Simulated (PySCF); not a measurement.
# PI3: from structure and modes to constants

Level of theory: PySCF, B3LYP, basis P def2-TZVP, I def2-TZVP with ECP28 (scalar-relativistic core potentials, no spin–orbit coupling, density fitting).

The singlet minimum has C3v symmetry. Masses (u): P 30.97376, I 126.90447.

```xyz
4
charge 0 multiplicity 1, angstrom
P     0.0000    0.0000   -0.9771
I     2.2490    0.0000    0.0795
I    -1.1245    1.9477    0.0795
I    -1.1245   -1.9477    0.0795
```

Harmonic wavenumbers (cm⁻¹): 73.5 (e, ×2), 107.4 (a1, ×1), 304.0 (a1, ×1), 319.6 (e, ×2).

Problem. Find the principal moments of inertia and the rotational constants. What kind of rotor is it?

Solution. About the centre of mass I = 994.77, 994.77, 1925.6 u Å². With B = 16.8576/I this gives 0.01695, 0.01695, 0.008755 cm⁻¹. The molecule is an oblate symmetric top.

Problem. What is the harmonic zero-point energy?

Solution. Half the sum of all 6 wavenumbers, 1198/2 = 599 cm⁻¹, which is 7.2 kJ/mol (1 cm⁻¹ = 0.0119627 kJ/mol).

Problem. Find the vibrational entropy and heat capacity at 298.15 K.

Solution. With u = 1.43878 ω/T, each mode gives S = R[u/(eᵘ−1) − ln(1−e⁻ᵘ)] and C = R u² eᵘ/(eᵘ−1)².
```csv
ω (cm⁻¹),u,S (J/(mol K)),C (J/(mol K))
73.5 (×2),0.355,16.97,8.23
107.4,0.518,13.87,8.13
304.0,1.467,5.84,6.97
319.6 (×2),1.542,5.49,6.85
```
The sums over all modes are S = 64.6 and C = 45.2 J/(mol K); the softest mode gives 26 % of the entropy (each member, where degenerate).
